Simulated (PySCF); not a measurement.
Caution: the highest occupied level lies above zero, so the state may not be bound.  The multiplicity is imposed and other spin states were not computed.

# [Hf(Cl)4]- (charge -1, multiplicity 2)

Method: PySCF with TPSS-D3(BJ)/def2-TZVP // TPSS-D3(BJ)/def2-SVP.

| Quantity | Result |
|---|---|
| highest occupied spin orbital | 0.31 eV |
| charge on the central atom (Mulliken) | 0.90 e |
| spin population on the central atom (Mulliken) | 1.04 |
| total energy | -1889.3481 Ha |
| cost | about 16 core-minutes (a rough figure) |

Bond lengths (Å): Hf1–Cl2 2.432, Hf1–Cl3 2.431, Hf1–Cl4 2.432, Hf1–Cl5 2.432. Angles (°): Cl2–Hf1–Cl3 95.5, Cl2–Hf1–Cl4 95.7, Cl2–Hf1–Cl5 143.8, Cl3–Hf1–Cl4 143.6, Cl3–Hf1–Cl5 95.5, Cl4–Hf1–Cl5 95.6.
Charge -1, spin multiplicity 2.
